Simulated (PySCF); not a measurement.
These 4 structures share the formula C7H11F. Method: PBE0-D3(BJ)/def2-SVP geometry optimisation, gas phase (PySCF). Energies are electronic, without zero-point or thermal terms, for one conformer each. No frequencies were run at this level. Point groups hold within 0.08 Å.

**Question.** Rank from lowest to highest electronic energy at this level (kcal/mol).
A. `[CH2:1]=[CH:2][C@H:3]([F:4])/[CH:5]=[CH:6]/[CH2:7][CH3:8]` with C1–C2–C3–F4 4°, C2–C3–C5–C6 -115°, C5–C6–C7–C8 122°
B. 1-fluorobicyclo[2.2.1]heptane (`F[C@]12CC[C@H](CC1)C2`)
C. `C1CCC12[C@@H](F)CC2`
D. `F[C@]12CCC[C@H](C1)C2`

**Answer.** B (0.0), D (13.1), C (35.2), A (41.9).

As drawn, the highest has a C=C bond outside aromatic rings, which the lowest lacks.

| SMILES | E (Eh) | E rel (kcal/mol) | dipole (D) | point group | A, B, C (MHz) |
| --- | --- | --- | --- | --- | --- |
| F[C@]12CC[C@H](CC1)C2 | -372.53814 | 0.0 | 1.79 | Cs | 3185, 2180, 1835 |
| F[C@]12CCC[C@H](C1)C2 | -372.51722 | 13.1 | 1.83 | C1 | 3384, 2078, 1663 |
| F[C@H]1CCC12CCC2 | -372.48198 | 35.2 | 1.54 | C1 | 3167, 1828, 1481 |
| C=C[C@H](F)/C=C/CC | -372.47132 | 41.9 | 2.03 | C1 | 5483, 791.2, 729.6 |
